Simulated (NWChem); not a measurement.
System: C3H6Si; SMILES C#C[SiH2]C

The following NWChem deck was run.

```
start job
memory heap 200 mb stack 900 mb global 1100 mb
geometry units angstroms noautosym nocenter noautoz
  Si    -0.593024    -0.531863    -0.000453
  C      0.891566    -1.695495    -0.000519
  C     -0.031699     1.223548    -0.000091
  C      0.364702     2.386851     0.000052
  H     -1.445119    -0.756987     1.219693
  H     -1.444890    -0.756476    -1.220850
  H      1.519131    -1.527144    -0.898057
  H      1.517965    -1.528713     0.898126
  H      0.554608    -2.751782    -0.001660
  H      0.709688     3.412788     0.000166
end
basis spherical
  * library def2-svp
end
dft
  xc m06-2x
  iterations 150
end
cosmo
  do_cosmo_smd true
  solvent water
end
task dft energy
```

Output (shortened):

```
             Northwest Computational Chemistry Package (NWChem) 7.3.0
             --------------------------------------------------------

                             Geometry "geometry" -> ""
                             -------------------------

 Output coordinates in angstroms (scale by  1.889725989 to convert to a.u.)

  No.       Tag          Charge          X              Y              Z
 ---- ---------------- ---------- -------------- -------------- --------------
    1 Si                  14.0000    -0.59302400    -0.53186300    -0.00045300
    2 C                    6.0000     0.89156600    -1.69549500    -0.00051900
    3 C                    6.0000    -0.03169900     1.22354800    -0.00009100
    4 C                    6.0000     0.36470200     2.38685100     0.00005200
    5 H                    1.0000    -1.44511900    -0.75698700     1.21969300
    6 H                    1.0000    -1.44489000    -0.75647600    -1.22085000
    7 H                    1.0000     1.51913100    -1.52714400    -0.89805700
    8 H                    1.0000     1.51796500    -1.52871300     0.89812600
    9 H                    1.0000     0.55460800    -2.75178200    -0.00166000
   10 H                    1.0000     0.70968800     3.41278800     0.00016600

 Effective nuclear repulsion energy (a.u.)     136.2515872093

                                 NWChem DFT Module
                                 -----------------

 Summary of "ao basis" -> "ao basis" (spherical)
 ------------------------------------------------------------------------------
       Tag                 Description            Shells   Functions and Types
 ---------------- ------------------------------  ------  ---------------------
 Si                         def2-svp                 8       18   4s3p1d
 C                          def2-svp                 6       14   3s2p1d
 H                          def2-svp                 3        5   2s1p

 in cosmo_initialize ...
 calling solv_data for solv:h2o

 solvent parameters
 solvname_short: h2o
 solvname_long:  water
 dielec:       78.4000
 dielecinf:     1.7769
 aqueous SMD model solvent descriptors
 dielec:       78.4000
 sola:          0.8200

          ---------------
          -cosmo- solvent
          ---------------
 Cosmo: York-Karplus, doi: 10.1021/jp992097l
 dielectric constant -eps-     =  78.40
 screen = (eps-1)/(eps    )    =   0.98724
 surface charge correction     = lagrangian

   van der Waals surface
 --------------------------

[...]

                                COSMO-SMD solvation results
                                ---------------------------

             internal energy in gas <Psi(g)|H|Psi(g)> =      -407.104400884194
         internal energy in solvent <Psi(s)|H|Psi(s)> =      -407.103472193539
                               delta internal energy  =         0.000928690655 (    0.58 kcal/mol)
   total free energy in solvent <Psi(s)|H+V/2|Psi(s)> =      -407.110735852105
 polarization energy contribution <Psi(s)|V/2|Psi(s)> =        -0.007263658566 (   -4.56 kcal/mol)
    total free energy in solvent including G(SMD-CDS) =      -407.101622629207
                       G(SMD-CDS) energy contribution =         0.009113222898 (    5.72 kcal/mol)
     1 M fixed-concentration free energy of solvation =         0.002778254986 (    1.74 kcal/mol)

                       DFT Final Molecular Orbital Analysis
                       ------------------------------------

 Vector   17  Occ=2.000000D+00  E=-3.975835D-01
              MO Center=  1.5D-01, -4.9D-01, -3.2D-04, r^2= 3.6D+00
   Bfn.  Coefficient  Atom+Function         Bfn.  Coefficient  Atom+Function
  ----- ------------  ---------------      ----- ------------  ---------------
    22      0.313015   2 C  px                8     -0.238245   1 Si px
    36     -0.213280   3 C  px               25      0.179196   2 C  px
    50     -0.166386   4 C  px               23     -0.165167   2 C  py
    11     -0.154851   1 Si px                5      0.131873   1 Si px
    39     -0.126068   3 C  px               61      0.122261   5 H  s

 Vector   18  Occ=2.000000D+00  E=-3.498007D-01
              MO Center= -1.0D-01,  1.3D+00, -8.6D-05, r^2= 3.0D+00
   Bfn.  Coefficient  Atom+Function         Bfn.  Coefficient  Atom+Function
  ----- ------------  ---------------      ----- ------------  ---------------
    52      0.387482   4 C  pz               38      0.368625   3 C  pz
    41      0.240655   3 C  pz               55      0.237857   4 C  pz
    61     -0.160346   5 H  s                66      0.160321   6 H  s
    62     -0.120761   5 H  s                67      0.120739   6 H  s
    10     -0.109933   1 Si pz               13     -0.061773   1 Si pz

 Vector   19  Occ=2.000000D+00  E=-3.476530D-01
              MO Center=  1.6D-01,  1.0D+00, -1.9D-04, r^2= 3.6D+00
   Bfn.  Coefficient  Atom+Function         Bfn.  Coefficient  Atom+Function
  ----- ------------  ---------------      ----- ------------  ---------------
    50      0.355086   4 C  px               36      0.330271   3 C  px
    53      0.217580   4 C  px               39      0.215354   3 C  px
    22      0.167002   2 C  px               23     -0.154563   2 C  py
     8     -0.122329   1 Si px               37     -0.119379   3 C  py
    51     -0.117127   4 C  py               21     -0.112527   2 C  s

 Vector   20  Occ=0.000000D+00  E= 3.044096D-02
              MO Center= -5.8D-02,  8.8D-01, -1.8D-04, r^2= 4.5D+00
   Bfn.  Coefficient  Atom+Function         Bfn.  Coefficient  Atom+Function
  ----- ------------  ---------------      ----- ------------  ---------------
    21      0.965679   2 C  s                11     -0.619319   1 Si px
    53      0.506412   4 C  px               12      0.378444   1 Si py
    39     -0.366883   3 C  px               50      0.335754   4 C  px
    82     -0.288194   9 H  s                62     -0.251924   5 H  s
    67     -0.252232   6 H  s                36     -0.242606   3 C  px

[...]
```

Level: M06-2X/def2-SVP, SMD on the gas-phase geometry. Structure relaxed at the PBE-D3(BJ)/def2-SVP level. Solvent: water.
